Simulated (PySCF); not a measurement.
A side-by-side comparison of computed properties.

First species: C4H6F4OSi.
SMILES: `F/C=C(\F)[C@@H]([SiH3])OC(F)F`

Second species: C8H10O2.
InChI=1S/C8H10O2/c1-2-3-7-4-5-10-8(9)6-7/h4-6H,2-3H2,1H3

Levels: PBE0/pcSseg-1 for dipole moment, HOMO energy, LUMO energy and HOMO–LUMO gap; GFN2-xTB for rotational constant A and rotational constant C. Geometries: GFN2-xTB. Each structure is a single optimised conformer of the isolated species, non-relativistic unless stated. Electronic properties by PySCF.

The conformers computed, where there is a choice (atom-mapped SMILES and torsion angles):
- `[F:1]/[CH:2]=[C:3](\[F:4])[C@@H:5]([SiH3:6])[O:7][CH:8]([F:9])[F:10]`: C2–C3–C5–Si6 -92°, C3–C5–O7–C8 76°, C5–O7–C8–F9 150°
- `[CH3:1][CH2:2][CH2:3][c:4]1[cH:5][cH:6][o:7][c:8](=[O:9])[cH:10]1`: C1–C2–C3–C4 68°, C2–C3–C4–C5 77°

Question: Which has the higher HOMO energy?

Answer: The second: -6.91 eV against -7.36 eV, a difference of 0.45 eV.

Question: Which has the higher LUMO energy?

Answer: The first: -0.24 eV against -1.62 eV, a difference of 1.38 eV.

Question: Which has the higher rotational constant C?

Answer: The second: 0.740 GHz against 0.559 GHz, a difference of 0.181 GHz.

Question: Which of the two has the higher rotational constant A, and by how much?

Answer: The second: 2.426 GHz against 1.182 GHz, a difference of 1.244 GHz.

Question: Which of the two has the higher dipole moment, and by how much?

Answer: The second: 5.39 D against 2.45 D, a difference of 2.94 D.

Question: Which has the higher HOMO–LUMO gap?

Answer: The first: 7.12 eV against 5.29 eV, a difference of 1.83 eV.

On the first: A dipole of 2.45 D is allowed in C1, and pure rotational transitions are dipole-allowed. In atomic units the dipole is 0.96 e·bohr (1 au = 2.5417 D).

On the second: The dipole equals about 18.0 × 10⁻³⁰ C·m (1 D = 3.33564 × 10⁻³⁰ C·m). A dipole of 5.39 D is allowed in C1, and pure rotational transitions are dipole-allowed.
